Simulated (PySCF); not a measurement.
H4P2, charge +1, doublet (typed; the unrestricted solution is spin-contaminated), at a GFN2-xTB geometry (a state made from the parent by changing its charge; the spin is typed, not shown lowest), with bond 5-2 at 2.0 times its length; PySCF with M062X/6-311G**.

Here is a job for PySCF.
```python
from pyscf import gto, scf, dft

mol = gto.M(
    atom='''
P    -0.992848   -0.377627   -0.021645
P     0.992848    0.377627    0.021645
H    -1.625562    0.270206    1.043135
H    -1.588321    0.294713   -1.092691
H     2.183794   -0.967054    2.163738
H     1.625562   -0.270206   -1.043135
''',
    basis='6-311g**',
    charge=1,
    spin=1,
    verbose=4,
)

mf = dft.UKS(mol)
mf.xc = 'm062x'
mf.DIIS = scf.EDIIS
mf.kernel()
mf.analyze()
```

Output, abridged:

```
PySCF version 2.14.0

[INPUT] verbose = 4
[INPUT] num. atoms = 6
[INPUT] num. electrons = 33
[INPUT] charge = 1
[INPUT] spin (= nelec alpha-beta = 2S) = 1
[INPUT] symmetry False subgroup None
[INPUT] Mole.unit = angstrom
[INPUT] Symbol           X                Y                Z      unit          X                Y                Z       unit  Magmom
[...]
nuclear repulsion = 87.3445080358056
number of shells = 40
number of NR pGTOs = 122
number of NR cGTOs = 76
basis = 6-311g**
ecp = {}

******** <class 'pyscf.dft.uks.UKS'> ********
method = UKS
initial guess = minao
damping factor = 0
level_shift factor = 0
DIIS = <class 'pyscf.scf.diis.EDIIS'>
diis_start_cycle = 1
diis_space = 8
diis_damp = 0
SCF conv_tol = 1e-09
SCF conv_tol_grad = None
SCF max_cycles = 50
direct_scf = True
direct_scf_tol = 1e-13
number electrons alpha = 17  beta = 16
XC library pyscf.dft.libxc version 7.1.2
    S. Lehtola, C. Steigemann, M. J. T. Oliveira, and M. A. L. Marques,  SoftwareX 7, 1–5 (2018)
XC functionals = m062x
    Y. Zhao and D. G. Truhlar,  Theor. Chem. Acc. 120, 215 (2008)
    Y. Zhao and D. G. Truhlar,  Theor. Chem. Acc. 120, 215 (2008)
radial grids:
    Treutler-Ahlrichs [JCP 102, 346 (1995); DOI:10.1063/1.469408] (M4) radial grids

becke partition: Becke, JCP 88, 2547 (1988); DOI:10.1063/1.454033
pruning grids: <function nwchem_prune>
grids dens level: 3
symmetrized grids: False
atomic radii adjust function: <function treutler_atomic_radii_adjust>
small_rho_cutoff = 0
Set gradient conv threshold to 3.16228e-05
tot grids = 77592
init E= -684.782610590241

cycle= 1 E= -684.556316685907  delta_E= 0.226  |g|=  0.2  |ddm|= 1.28
cycle= 2 E= -684.588683120973  delta_E= -0.0324  |g|= 0.0975  |ddm|= 0.369
cycle= 3 E= -684.597229835411  delta_E= -0.00855  |g|= 0.0679  |ddm|= 0.184
cycle= 4 E= -684.601619944522  delta_E= -0.00439  |g|= 0.0597  |ddm|= 0.147
cycle= 5 E= -684.60461875168  delta_E= -0.003  |g|= 0.0398  |ddm|= 0.11
cycle= 6 E= -684.606401857605  delta_E= -0.00178  |g|= 0.0151  |ddm|= 0.063
cycle= 7 E= -684.606401857521  delta_E= 8.45e-11  |g|= 0.0151  |ddm|= 2.64e-08
cycle= 8 E= -684.606991336387  delta_E= -0.000589  |g|= 0.0123  |ddm|= 0.0373
cycle= 9 E= -684.607196863161  delta_E= -0.000206  |g|= 0.0138  |ddm|= 0.0348
cycle= 10 E= -684.60735494555  delta_E= -0.000158  |g|= 0.00472  |ddm|= 0.0181
cycle= 11 E= -684.607361022272  delta_E= -6.08e-06  |g|= 0.00888  |ddm|= 0.00939
cycle= 12 E= -684.607436402566  delta_E= -7.54e-05  |g|= 0.00361  |ddm|= 0.0141
cycle= 13 E= -684.607436402566  delta_E= -3.41e-13  |g|= 0.00361  |ddm|= 2.23e-09
cycle= 14 E= -684.607466746088  delta_E= -3.03e-05  |g|= 0.00207  |ddm|= 0.00716
cycle= 15 E= -684.607466746194  delta_E= -1.06e-10  |g|= 0.00207  |ddm|= 7.25e-08
cycle= 16 E= -684.607466746112  delta_E= 8.27e-11  |g|= 0.00207  |ddm|= 5.37e-08
cycle= 17 E= -684.607485327937  delta_E= -1.86e-05  |g|= 0.00188  |ddm|= 0.00666
cycle= 18 E= -684.607485330245  delta_E= -2.31e-09  |g|= 0.00188  |ddm|= 8.18e-07
cycle= 19 E= -684.607485327944  delta_E= 2.3e-09  |g|= 0.00188  |ddm|= 8.16e-07
cycle= 20 E= -684.607494893135  delta_E= -9.57e-06  |g|= 0.0028  |ddm|= 0.00601
cycle= 21 E= -684.607492236869  delta_E= 2.66e-06  |g|= 0.00559  |ddm|= 0.00702
cycle= 22 E= -684.607504435836  delta_E= -1.22e-05  |g|= 0.00259  |ddm|= 0.00594
cycle= 23 E= -684.60750439995  delta_E= 3.59e-08  |g|= 0.00261  |ddm|= 1.74e-05
cycle= 24 E= -684.60750918771  delta_E= -4.79e-06  |g|= 0.00151  |ddm|= 0.00267
cycle= 25 E= -684.607509183557  delta_E= 4.15e-09  |g|= 0.00152  |ddm|= 6.07e-06
cycle= 26 E= -684.607509187805  delta_E= -4.25e-09  |g|= 0.00151  |ddm|= 6.12e-06
cycle= 27 E= -684.607509187781  delta_E= 2.41e-11  |g|= 0.00151  |ddm|= 2.24e-08
cycle= 28 E= -684.607509187837  delta_E= -5.66e-11  |g|= 0.00151  |ddm|= 3.12e-08
cycle= 29 E= -684.6075091879  delta_E= -6.32e-11  |g|= 0.00151  |ddm|= 3.39e-08
cycle= 30 E= -684.60750911717  delta_E= 7.07e-08  |g|= 0.00292  |ddm|= 0.00393
[...]
SCF not converged.
Total Energy =                        -684.607516314453733
[...]
DFT Exchange-Correlation Energy =      -47.556970685820509
**** MO energy ****
                             alpha | beta                alpha | beta
[...]
To work with the spin densities directly, `use mulliken_meta_spin()` only printing them here.

 ** Mulliken spin pop alpha/beta on meta-lowdin orthogonal AOs **
 ** Mulliken Spin Density (per AO)  **
spin_pop of  0 P 1s        0.00001
spin_pop of  0 P 2s        0.00109
spin_pop of  0 P 3s        0.04863
spin_pop of  0 P 4s        0.00035
spin_pop of  0 P 5s        0.00001
spin_pop of  0 P 6s        0.00005
spin_pop of  0 P 2px       0.00000
spin_pop of  0 P 2py       0.00002
spin_pop of  0 P 2pz      -0.00000
spin_pop of  0 P 3px       0.02808
spin_pop of  0 P 3py       0.30856
spin_pop of  0 P 3pz       0.00842
spin_pop of  0 P 4px       0.00104
spin_pop of  0 P 4py       0.00107
spin_pop of  0 P 4pz       0.00060
spin_pop of  0 P 5px       0.00000
spin_pop of  0 P 5py      -0.00002
spin_pop of  0 P 5pz      -0.00003
spin_pop of  0 P 6px       0.00003
spin_pop of  0 P 6py      -0.00002
spin_pop of  0 P 6pz      -0.00002
spin_pop of  0 P 3dxy     -0.00109
spin_pop of  0 P 3dyz     -0.00028
spin_pop of  0 P 3dz^2    -0.00017
spin_pop of  0 P 3dxz     -0.00088
spin_pop of  0 P 3dx2-y2   -0.00089
spin_pop of  1 P 1s        0.00000
spin_pop of  1 P 2s        0.00002
spin_pop of  1 P 3s        0.00267
spin_pop of  1 P 4s        0.00092
spin_pop of  1 P 5s        0.00010
spin_pop of  1 P 6s        0.00006
spin_pop of  1 P 2px      -0.00001
spin_pop of  1 P 2py      -0.00000
spin_pop of  1 P 2pz      -0.00003
spin_pop of  1 P 3px      -0.07675
spin_pop of  1 P 3py       0.06704
spin_pop of  1 P 3pz      -0.27078
spin_pop of  1 P 4px       0.00033
spin_pop of  1 P 4py       0.00105
spin_pop of  1 P 4pz       0.00024
spin_pop of  1 P 5px      -0.00000
spin_pop of  1 P 5py       0.00004
spin_pop of  1 P 5pz      -0.00004
spin_pop of  1 P 6px       0.00000
spin_pop of  1 P 6py       0.00002
spin_pop of  1 P 6pz      -0.00000
spin_pop of  1 P 3dxy     -0.00087
spin_pop of  1 P 3dyz     -0.00040
spin_pop of  1 P 3dz^2     0.00003
spin_pop of  1 P 3dxz      0.00014
spin_pop of  1 P 3dx2-y2   -0.00076
spin_pop of  2 H 1s        0.00275
spin_pop of  2 H 2s        0.00020
spin_pop of  2 H 3s        0.00002
spin_pop of  2 H 2px       0.00001
spin_pop of  2 H 2py      -0.00009
spin_pop of  2 H 2pz       0.00002
spin_pop of  3 H 1s       -0.01043
spin_pop of  3 H 2s       -0.00006
spin_pop of  3 H 3s       -0.00013
spin_pop of  3 H 2px       0.00006
spin_pop of  3 H 2py      -0.00024
spin_pop of  3 H 2pz      -0.00012
spin_pop of  4 H 1s        0.86655
spin_pop of  4 H 2s        0.00252
spin_pop of  4 H 3s        0.00099
spin_pop of  4 H 2px       0.00004
spin_pop of  4 H 2py       0.00001
spin_pop of  4 H 2pz       0.00008
spin_pop of  5 H 1s        0.01997
spin_pop of  5 H 2s        0.00024
spin_pop of  5 H 3s       -0.00008
spin_pop of  5 H 2px       0.00000
spin_pop of  5 H 2py      -0.00007
spin_pop of  5 H 2pz       0.00019
 ** Mulliken Spin Density (per atom)  **
spin density of  0 P =      0.39456
spin density of  1 P =     -0.27696
spin density of  2 H =      0.00290
spin density of  3 H =     -0.01093
spin density of  4 H =      0.87018
spin density of  5 H =      0.02026
 ** Mulliken pop alpha/beta on meta-lowdin orthogonal AOs **
 ** Mulliken pop       alpha | beta **
In total            17.00000 | 16.00000
 ** Mulliken atomic charges   ( Nelec_alpha | Nelec_beta ) **
charge of  0P =      0.28767  (     7.55344      7.15888 )
charge of  1P =      0.35790  (     7.18257      7.45953 )
charge of  2H =      0.08467  (     0.45912      0.45622 )
charge of  3H =      0.09760  (     0.44573      0.45666 )
charge of  4H =      0.09264  (     0.88877      0.01859 )
charge of  5H =      0.07951  (     0.47037      0.45011 )

WARN: System has nonzero charge 1; the dipole moment is origin-dependent.
Location of origin: [0. 0. 0.]

Dipole moment(X, Y, Z, Debye):  0.09295, -0.08786, -0.24358
```

Convergence was not reached.
